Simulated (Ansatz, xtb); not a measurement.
Relative energy of two isomers of C3H8BFS

Structure a: `CCB(F)SC`, a singlet. Structure b: `CCCSBF`, a singlet. Both are isolated molecules in the gas phase, relaxed with B3LYP-D3(BJ)/def2-SVP; each stands in its lowest conformer found.

Quicker runs give these differences E(b) − E(a): GFN2-xTB −8.9 kcal/mol; HF/STO-3G +8.0 kcal/mol (at GFN2-xTB geometries); r2SCAN-D4/def2-SVP +9.5 kcal/mol (at GFN2-xTB geometries).

Estimate E(b) − E(a) at the level CCSD(T)/def2-SVP + ΔMP2/def2-TZVPP.

Calculated at CCSD(T)/def2-SVP + ΔMP2/def2-TZVPP: E(b) − E(a) = +8.3 kcal/mol, so structure a lies lower.

Level by level:

| level | geometry | E(b) − E(a) (kcal/mol) | departure from the last row (kcal/mol) | job, with rough time for the two |
| --- | --- | --- | --- | --- |
| GFN2-xTB | GFN2-xTB | −8.9 | −17.2 | optimisation, 0.68 s |
| HF/STO-3G | GFN2-xTB | +8.0 | −0.3 | single point, 0.76 s |
| r2SCAN-D4/def2-SVP | GFN2-xTB | +9.5 | +1.2 | single point, 5 s |
| B3LYP-D3(BJ)/def2-SVP | B3LYP-D3(BJ)/def2-SVP | +8.4 | +0.1 | optimisation, 2.1 min |
| HF/def2-SVP | B3LYP-D3(BJ)/def2-SVP | +9.7 | +1.4 | part of the CCSD(T) run |
| MP2/def2-SVP | B3LYP-D3(BJ)/def2-SVP | +7.2 | −1.1 | part of the CCSD(T) run |
| CCSD(T)/def2-SVP | B3LYP-D3(BJ)/def2-SVP | +7.2 | −1.1 | single point |
| CCSD(T)/def2-SVP + ΔMP2/def2-TZVPP | B3LYP-D3(BJ)/def2-SVP | +8.3 |  | single point, 81 s |

As drawn, b has 1 C–C, 1 B–H in place of 1 C–B, 1 C–H.

GFN2-xTB puts the two in the other order. The largest departure from CCSD(T)/def2-SVP + ΔMP2/def2-TZVPP is that of GFN2-xTB, 17.2 kcal/mol. The last row adds to CCSD(T) the change of the MP2 difference between the two basis sets, here +1.1 kcal/mol.

With thermal terms from frequencies at re-optimised GFN2-xTB minima (ideal gas, soft modes damped towards free rotors, one conformer each, 298.15 K, 1 atm): the zero-point term adds +0.3 kcal/mol; ΔH is +8.0 and ΔG +9.5 kcal/mol.

The correlated steps freeze 10 core orbitals. Run with Ansatz 0.2.0, xtb 6.7.1; the last row on 2 threads of Intel(R) Xeon(R) Processor @ 2.70GHz on a shared host.
